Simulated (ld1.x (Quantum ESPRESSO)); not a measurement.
Reading a pseudo-wave (vanadium (V))

Columns: radius, all-electron u(r) and pseudo u(r) of the 3d shell (level -3.61 eV) of vanadium in the configuration [Ar] 3d3.5 4s1.5 4p0; PBE, scalar-relativistic, ultrasoft scheme, ld1.x (Quantum ESPRESSO) 7.5.

| r (bohr) | all-electron | pseudo |
| --- | --- | --- |
| 0.188 | 0.1473 | 0.0046 |
| 0.375 | 0.4440 | 0.0344 |
| 0.562 | 0.6595 | 0.1037 |
| 0.750 | 0.7642 | 0.2111 |
| 0.938 | 0.7849 | 0.3379 |
| 1.125 | 0.7582 | 0.4560 |
| 1.312 | 0.7093 | 0.5412 |
| 1.500 | 0.6521 | 0.5799 |
| 1.688 | 0.5941 | 0.5733 |
| 1.875 | 0.5391 | 0.5364 |
| 2.062 | 0.4883 | 0.4883 |
| 2.250 | 0.4419 | 0.4419 |
| 2.438 | 0.4001 | 0.4001 |
| 2.625 | 0.3627 | 0.3627 |
| 2.812 | 0.3289 | 0.3289 |
| 3.000 | 0.2983 | 0.2983 |
| 3.188 | 0.2705 | 0.2705 |
| 3.375 | 0.2454 | 0.2454 |
| 3.562 | 0.2226 | 0.2226 |
| 3.750 | 0.2017 | 0.2017 |
| 3.938 | 0.1828 | 0.1828 |
| 4.125 | 0.1656 | 0.1656 |
| 4.312 | 0.1501 | 0.1501 |
| 4.500 | 0.1359 | 0.1359 |
| 4.688 | 0.1230 | 0.1230 |
| 4.875 | 0.1114 | 0.1114 |

**Question.** How many radial nodes do the two functions have?

**Answer.** The all-electron 3d function has n − l − 1 = 0; the pseudo-wave has 0.

**Question.** At about which radius was the pseudo-wave matched?

**Answer.** 2.20 bohr, where the columns begin to agree (steps of 0.19 bohr).

**Question.** Where does each function peak?

**Answer.** Outermost all-electron maximum near 0.94 bohr, pseudo maximum near 1.50 bohr (to the table’s step).

**Question.** Is the pseudo-wave norm-conserving?

**Answer.** No, it belongs to an ultrasoft set: the norm inside the radius is not constrained, and the difference is carried by the augmentation charge.
